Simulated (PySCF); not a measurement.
**Structure from NMR data**

The spectra below were simulated for a compound C5H11N3Si.

$^{1}$H NMR (400 MHz, computed): δ 10.28 (br s, 1H), 7.51 (s, 1H), 0.34 (s, 9H).

$^{13}$C{$^{1}$H} NMR (computed): δ 130.9 (CH), 123.9 (C), -0.4 (CH3).

Relativity neglected, in vacuum, one computed conformer, fast rotation and ring inversion assumed for equivalent nuclei. Geometry: PBE0-D3(BJ)/def2-SVP; KT2/pcSseg-1 with gauge-including orbitals; PySCF 2.14.

References, each an isolated molecule treated in the same way: $^{1}$H (σref 31.18) and $^{13}$C (σref 183.22) vs TMS.

Propose a structure and justify it.

Results:


1. Rings plus π bonds: 3 (1 ring in the answer).
2. 3 carbon signals for 5 carbons: some carbons are equivalent by symmetry or fast rotation.
3. Carbon types of the structure: 1 × C, 1 × CH, 3 × CH3, leaving 1 H on heteroatoms.
4. δC 130.9: aromatic CH next to a ring nitrogen.
5. δC 123.9: substituted aromatic carbon next to a ring nitrogen.
6. δC -0.4: methyl carbon bonded to Si; an electropositive neighbour leaves it electron-rich and shielded.
7. δH 10.28: hydrogen on a pyrrole-type ring nitrogen; exchangeable, gas-phase position.
8. δH 7.51: hydrogen on an aromatic CH next to a ring nitrogen; ring-current deshielding.
9. δH 0.34: hydrogen on a methyl carbon bonded to Si; an electropositive neighbour shields it, as in TMS itself.

Structure: `C[Si](C)(C)c1cnn[nH]1`.

The shifts were computed for this structure.

The OH or NH signal is concentration- and solvent-dependent in practice; the value given is the gas-phase one. Shifts are as computed. Against solution values, carbons near 30 ppm lie about +2 ppm off and those near 130 ppm about -5 ppm (rms about the fit 1.2 ppm; single classes can miss by 10 ppm). Of 1328 compounds with measured shifts, 309 miss one by over three times the rms of a fit or turn the order of signals round; such compounds aren't used in these exercises. Signals without a measured value on file couldn't be tested in this way. No couplings were computed; multiplicities are counted from neighbouring protons, with m where these are inequivalent, close in shift, in a saturated or five-membered ring or joined by F or P, and br s for small geminal =CH2 splittings.
